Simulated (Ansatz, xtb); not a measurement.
# AlFGaGeH5: where a starting geometry ends

The starting geometry of this gas-phase singlet was built from a drawn formula by distance geometry; its bonds are those of `[F][GeH2][AlH][GaH2]`.

```
atom    x (Å)   y (Å)    z (Å)
  Al   0.5163  1.6479  -0.1533
   F  -2.5219  2.2497   1.5304
  Ga   2.9063  2.3422   0.1790
  Ge  -0.8266  2.0574   1.8678
   H  -0.7214  0.8393   2.8700
   H  -0.3311  3.3024   2.5875
   H  -0.0264  1.1153  -1.5236
   H   4.0379  3.2444  -0.6943
   H   3.6473  1.3996   1.1102
```

Predict what it relaxes into with r2SCAN-D4/def2-SVP.

It keeps its bonds, and is `[F][GeH2][AlH][GaH2]`.

The energy falls by 0.35 eV over 24 steps:

```tsv
step	E − E(last) (eV)
1	0.349
4	0.038
6	0.015
9	0.004
11	0.002
14	0.001
16	0.001
19	0.000
21	0.000
24	0.000
```

Final geometry (Å):

```xyz
9

Al    0.6341    1.7327   -0.0710
F    -2.5245    1.8926    1.3819
Ga    3.1037    2.0785    0.0956
Ge   -0.8541    2.1301    1.8886
H    -0.6550    1.1552    3.0732
H    -0.8180    3.5599    2.4768
H    -0.0868    1.2467   -1.4075
H     3.7910    3.4569   -0.2295
H     4.0901    0.9456    0.5658
```

From the same start GFN2-xTB ends elsewhere, differing in Al1–F2 (1.74 against 3.48 Å here), Al1–H6 (1.81 against 3.46 Å here), Al1–H9 (1.55 against 3.60 Å here), F2–Ge4 (2.35 against 1.76 Å here), Ga3–H9 (3.03 against 1.57 Å here).

No frequencies were run, so the end isn't proven a minimum. Run with Ansatz 0.2.0, 51 s on 2 threads of Intel(R) Xeon(R) 6975P-C (Granite Rapids), on a shared host.
